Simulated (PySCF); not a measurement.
Two species compared at the same levels of theory.

First species: C₄H₁₄OSi₂.
InChI=1S/C4H14OSi2/c1-2-6-3-4-7-5/h5H,2-4,6-7H2,1H3

Second species: C5H15NP2Si.
SMILES: `CN(C)[C@H]1CC[Si]1(P)P`

Levels: PBE0/pcSseg-1 for HOMO energy, LUMO energy and HOMO–LUMO gap. Geometries: GFN2-xTB. Each structure is a single optimised conformer of the isolated species, non-relativistic unless stated; the electronic structure was computed with PySCF and density fitting.

Dipoles, sizes and rotational constants follow the conformer. The torsions of the flexible species, by atom-mapped SMILES:
- `[CH3:1][N:2]([CH3:3])[C@H:4]1[CH2:5][CH2:6][Si:7]1([PH2:8])[PH2:9]`: C1–N2–C4–C5 170°, H–P8–Si7–C6 -171°, H–P8–Si7–C6 97°, H–P9–Si7–C6 -69°, H–P9–Si7–C6 23°

The conformers of `CC[SiH2]CC[SiH2]O` aren't listed.

```csv
property,column X,column Y
HOMO energy,-7.97 eV,-5.87 eV
LUMO energy,0.44 eV,0.14 eV
HOMO–LUMO gap,8.41 eV,6.01 eV
```

(1) Which column belongs to which species?

(2) How does each property change from the first species to the second?

## Answers

(1) Column X is the first species and column Y the second. The first has 21 atoms and 74 electrons, the second 24 and 96.

(2) HOMO energy +2.10 eV; LUMO energy -0.30 eV; HOMO–LUMO gap -2.40 eV.

On the second:  GFN2-xTB frequencies show an imaginary mode (34i cm⁻¹), so this geometry is no minimum at that level.
